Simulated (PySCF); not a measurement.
## Correlation energy of Hf (hafnium, neutral)

[Xe] 4f14 5d2 6s2, high-spin 3F determinant. All numbers are calculated (PySCF 2.14, scalar relativity through the core potential, in def2-TZVPPD with the def2 core potential (60 electrons)). Frozen: 5s2 5p6; 4 electrons correlated.

```
  level  correlation energy (mhartree)
   CCSD                         -60.56
    (T)                          -3.16
CCSD(T)                         -63.72
```

Diagnostics: T1 = 0.024, D1 = 0.0562, largest double amplitude 0.065.

Is a single reference adequate?

Yes, within this model without spin-orbit coupling: T1 lies below 0.03 and no double amplitude reaches 0.07.
